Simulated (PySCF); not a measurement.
**Spectroscopy problems**

- B3LYP/pcJ-1 coupling constants
- geometry from GFN2-xTB
- PBE0/pcSseg-1 with gauge-including orbitals
- run in PySCF 2.14
- one computed conformer, non-relativistic Hamiltonian, no solvent, one averaged value for each set of equivalent atoms

References, each an isolated molecule treated in the same way: 1H, 13C vs TMS. Multiplet labels drop J under 1 Hz and among equivalent protons, and merge close values. Unscaled 3J(H,H) run several per cent high. Splittings of carbon signals by F and P are missing where no couplings were computed. Where no couplings were computed, multiplicities follow the n + 1 count of equivalent neighbours, and m marks all less simple cases (inequivalent or close neighbours, rings, F or P nearby). Shifts are as computed. Against solution values, carbons near 30 ppm lie about +3 ppm off and those near 130 ppm about +5 ppm; carbons on Cl a further +6 ppm. Of 1211 compounds with measured shifts, 218 miss one by over three times the rms of a fit or turn the order of signals round; such compounds aren't used in these exercises. Carbons bonded to Cl come out too deshielded.

Question: C2H2O. 1H NMR (300 MHz, computed): δ 2.26 (s, 2H). 13C{1H} NMR (computed): δ 198.2 (C), 0.4 (CH2). What is it?

Answer: ethenone (C(=C)=O). The formula gives 2 degrees of unsaturation (no ring in the answer). 2 carbon signals for 2 carbons: no two carbons are equivalent. Carbon types of the structure: 1 × C, 1 × CH2, which accounts for all hydrogens. δC 198.2: central carbon of a ketene. δC 0.4: terminal carbon of a ketene. δH 2.26: hydrogen on a terminal carbon of a ketene.

Question: C5H8ClFO. 1H NMR (500 MHz, computed): δ 4.85 (m, 1H), 2.07 (m, 1H), 1.22 (d, 3H), 1.07 (d, 3H). 13C{1H} NMR (computed): δ 189.8 (C), 98.5 (CH), 39.4 (CH), 21.5 (CH3), 16.5 (CH3). Identify the compound.

Answer: `CC(C)[C@@H](F)C(=O)Cl`. The formula gives 1 degree of unsaturation (no ring in the answer). 5 carbon signals for 5 carbons: no two carbons are equivalent. Carbon types of the structure: 1 × C, 2 × CH, 2 × CH3, which accounts for all hydrogens. δC 189.8: carbonyl carbon. δC 98.5: sp3 CH bonded to F, α to a carbonyl; the inductive effect lowers its shielding. δC 39.4: sp3 CH; a saturated carbon with 3 carbon neighbours and no heteroatom attached. δH 4.85: hydrogen on an sp3 CH bonded to F, α to a carbonyl; its carbon carries F, an electronegative neighbour.

This is the structure that produced the data.
